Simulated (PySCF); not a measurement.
**Polarisability and C₆ of Bi (bismuth, neutral)**

[Xe] 4f14 5d10 6s2 6p3, high-spin 4S determinant. Computed with PySCF 2.14 in aug-cc-pVQZ-PP with one added diffuse shell each of s, p, d, f, g type with ECP60MDF (8s8p6d4f3g, 117 functions), with a scalar-relativistic core potential. Coupled (time-dependent) response in atomic units; α is the mean over directions.

| method | mean α (bohr³) | C₆ (like pair) | S(−4) |
| --- | --- | --- | --- |
| LC-wPBE | 49.37 | 589.6 | 672.0 |

S(−4) is the Cauchy moment in α(ω) = α(0) + S(−4) ω² + …

Reference α: 48 ± 4 bohr³ (recommended; Schwerdtfeger and Nagle, table of static dipole polarizabilities (2023 update)). Published C₆: 513.0 (Gould and Bucko (2016)).

α(iu) at LC-wPBE:

```csv
u (hartree),α(iu) (bohr³)
0,49.37
0.0500,47.77
0.100,43.70
0.200,33.58
0.300,25.24
0.500,15.28
0.750,9.478
1.00,6.618
1.50,3.936
2.00,2.684
3.00,1.503
5.00,0.6592
```

Energies and moments cover only the electrons outside the core potential. Spin-orbit coupling, which splits the p, d and f shells strongly at this Z, is absent. Spin-orbit coupling is strong in this species (close to jj coupling), so the high-spin LS determinant is a model state, not a physical level.
